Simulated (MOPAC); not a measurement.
Job for MOPAC: PM7 on CH2F4 (a complex), monomers drawn apart or pushed together.

```
PM7 1SCF PRECISE CHARGE=0 THREADS=1
CH2F4

F      0.25024175 1     0.23257027 1    -0.14423264 1
H     -0.02466204 1     0.91421912 1     0.42293237 1
F     -0.18887420 1     1.11244975 1     2.74326998 1
C      0.19540070 1    -0.06272588 1     3.30805377 1
F     -0.84447733 1    -0.54585281 1     3.99135214 1
F      1.18918963 1     0.19999840 1     4.15946318 1
H      0.51356315 1    -0.75592793 1     2.53077577 1
```

The log:

```
*******************************************************************************
 **                                                                           **
 **                              MOPAC v23.2.5                                **
 **                                                                           **
 *******************************************************************************
 ** MOPAC's Digital Object Identifier: https://doi.org/10.5281/zenodo.6511958 **
 **                                                                           **
 ** Please cite the open-source release paper for use of this MOPAC version:  **
 ** J. E. Moussa and J. J. P. Stewart (2026)                                  **
 ** MOPAC: An open-source semiempirical molecular orbital program             **
 ** J. Open Source Softw., 11(119), 8025, https://doi.org/10.21105/joss.08025 **
 *******************************************************************************

                              PM7 CALCULATION RESULTS

 *******************************************************************************
 *  PM7        - The PM7 Hamiltonian to be used
 *
 *
 *
 *                 CHARGE ON SYSTEM = 0
 *
 *
 *
 *  PRECISE    - TIGHTER CRITERIA TO BE USED
 *  1SCF       - DO 1 SCF AND THEN STOP
 *  THREADS=1  - MULTI-THREADING NOT USED
 *  T=         - A TIME OF 172800.0 SECONDS REQUESTED
 *  DUMP=N     - RESTART FILE WRITTEN EVERY 7200.0 SECONDS REQUESTED
 *******************************************************************************
PM7 1SCF PRECISE CHARGE=0 THREADS=1
 CH2F4

   ATOM   CHEMICAL          X               Y               Z
  NUMBER   SYMBOL      (ANGSTROMS)     (ANGSTROMS)     (ANGSTROMS)

     1       F          0.25024175  *   0.23257027  *  -0.14423264  *
     2       H         -0.02466204  *   0.91421912  *   0.42293237  *
     3       F         -0.18887420  *   1.11244975  *   2.74326998  *
     4       C          0.19540070  *  -0.06272588  *   3.30805377  *
     5       F         -0.84447733  *  -0.54585281  *   3.99135214  *
     6       F          1.18918963  *   0.19999840  *   4.15946318  *
     7       H          0.51356315  *  -0.75592793  *   2.53077577  *



          CARTESIAN COORDINATES

    NO.       ATOM           X           Y           Z

     1         F          0.2502      0.2326     -0.1442
     2         H         -0.0247      0.9142      0.4229
     3         F         -0.1889      1.1124      2.7433
     4         C          0.1954     -0.0627      3.3081
     5         F         -0.8445     -0.5459      3.9914
     6         F          1.1892      0.2000      4.1595
     7         H          0.5136     -0.7559      2.5308

 General Reference for PM7:
 "Optimization of Parameters for Semiempirical Methods VI: More Modifications to the
 NDDO Approximations and Re-optimization of Parameters", J. J. P. Stewart, J. Mol. Mod., 1:32, 19 (2013)
 https://link.springer.com/article/10.1007/s00894-012-1667-x

           Empirical Formula: C H2 F4  =     7 atoms



      MOLECULAR POINT GROUP   :   Cs


      RHF CALCULATION, NO. OF DOUBLY OCCUPIED LEVELS = 17


 -------------------------------------------------------------------------------
 PM7 1SCF PRECISE CHARGE=0 THREADS=1
 CH2F4



     1SCF WAS SPECIFIED, SO BFGS WAS NOT USED
     SCF FIELD WAS ACHIEVED


                              PM7 CALCULATION
                                                       MOPAC v23.2.5 Linux




          FINAL HEAT OF FORMATION =       -215.21635 KCAL/MOL =    -900.46522 KJ/MOL


          COSMO AREA              =        107.66 SQUARE ANGSTROMS
          COSMO VOLUME            =         85.94 CUBIC ANGSTROMS

          IONIZATION POTENTIAL    =         14.562914 EV
          HOMO LUMO ENERGIES (EV) =        -14.563  1.348
          NO. OF FILLED LEVELS    =         17
          MOLECULAR WEIGHT        =         90.0204         POINT GROUP:  Cs

          MOLECULAR DIMENSIONS (Angstroms)

            Atom       Atom       Distance
            F     6    F     1     4.40505
            H     2    F     5     2.12118
            H     7    F     3     1.87089


          SCF CALCULATIONS        =          1





   ATOM   CHEMICAL          X               Y               Z
  NUMBER   SYMBOL      (ANGSTROMS)     (ANGSTROMS)     (ANGSTROMS)

     1       F          0.25024175  *   0.23257027  *  -0.14423264  *
     2       H         -0.02466204  *   0.91421912  *   0.42293237  *
     3       F         -0.18887420  *   1.11244975  *   2.74326998  *
     4       C          0.19540070  *  -0.06272588  *   3.30805377  *
     5       F         -0.84447733  *  -0.54585281  *   3.99135214  *
     6       F          1.18918963  *   0.19999840  *   4.15946318  *
     7       H          0.51356315  *  -0.75592793  *   2.53077577  *

                             CARTESIAN COORDINATES

   1    F        0.250241750     0.232570270    -0.144232640
   2    H       -0.024662040     0.914219120     0.422932370
   3    F       -0.188874200     1.112449750     2.743269980
   4    C        0.195400700    -0.062725880     3.308053770
   5    F       -0.844477330    -0.545852810     3.991352140
   6    F        1.189189630     0.199998400     4.159463180
   7    H        0.513563150    -0.755927930     2.530775770


           Empirical Formula: C H2 F4  =     7 atoms



      MOLECULAR POINT GROUP   :   Cs


                  EIGENVALUES
 -42.26169 -42.01963 -41.83057 -40.52503 -25.41894 -19.72659 -19.32396 -19.30459
 -17.56461 -17.02775 -17.00133 -16.79532 -15.95992 -15.94490 -15.92985 -15.86497
 -14.56291   1.34812   1.86404   2.04428   3.56807   4.23976


              NET ATOMIC CHARGES AND DIPOLE CONTRIBUTIONS

  ATOM NO.   TYPE          CHARGE      No. of ELECS.   s-Pop       p-Pop
    1          F          -0.302359        7.3024     1.95957     5.34279
    2          H           0.301703        0.6983     0.69830
    3          F          -0.222985        7.2230     1.97094     5.25204
    4          C           0.435958        3.5640     1.17509     2.38895
    5          F          -0.187843        7.1878     1.96861     5.21923
    6          F          -0.187688        7.1877     1.96861     5.21908
    7          H           0.163214        0.8368     0.83679
 DIPOLE           X         Y         Z       TOTAL
 POINT-CHG.     0.305    -0.616    -0.556     0.884
 HYBRID        -0.171     0.394     0.376     0.571
 SUM            0.134    -0.223    -0.179     0.316


          ATOMIC ORBITAL ELECTRON POPULATIONS

     Atom    s        px        py        pz
    1  F   1.95957   1.94228   1.64497   1.75554
    2  H   0.69830
    3  F   1.97094   1.92271   1.48248   1.84685
    4  C   1.17509   0.74566   0.80560   0.83769
    5  F   1.96861   1.54529   1.87001   1.80393
    6  F   1.96861   1.56425   1.95088   1.70395
    7  H   0.83679

 **********************
 *                    *
 * JOB ENDED NORMALLY *
 *                    *
 **********************




 == MOPAC DONE ==
```

The run finished.

Cost: very roughly 0.04 core-seconds.
